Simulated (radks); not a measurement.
Ionisation of neutral zinc, [Ar] 3d10 4s2, to [Ar] 3d10 4s1 as the strength of local exchange is varied. Method: scalar-relativistic Kohn-Sham, Slater X-alpha exchange (alpha = 2/3 is LDA exchange), no correlation, spin-polarised, spherical densities, finite nucleus; Fermi nuclear charge, rms radius 3.9283 fm; computed with a radial shooting solver on a logarithmic mesh with Libxc functionals.

alpha  E(Zn) (hartree)  exchange (hartree)  IE (eV)  -e of the level emptied (eV)  <r> of it (bohr)
0.652      -1789.20227           -64.53878    8.573                    5.096 (4s)             2.696
0.667      -1790.68893           -66.08276    8.669                    5.194 (4s)             2.685
0.683      -1792.27616           -67.73257    8.772                    5.300 (4s)             2.674
0.69       -1792.97105           -68.45530    8.818                    5.347 (4s)             2.669
0.767      -1800.63394           -76.44312    9.324                    5.871 (4s)             2.617
0.893      -1813.24866           -89.66291   10.177                    6.769 (4s)             2.536
x          -1815.15898           -91.67234   10.308                    6.908 (4s)             2.524

Which alpha was used in the last row?

Answer. alpha = 0.912. NIST Atomic Spectra Database: 9.394 eV (measured). The Delta-SCF value meets it near alpha = 0.78.
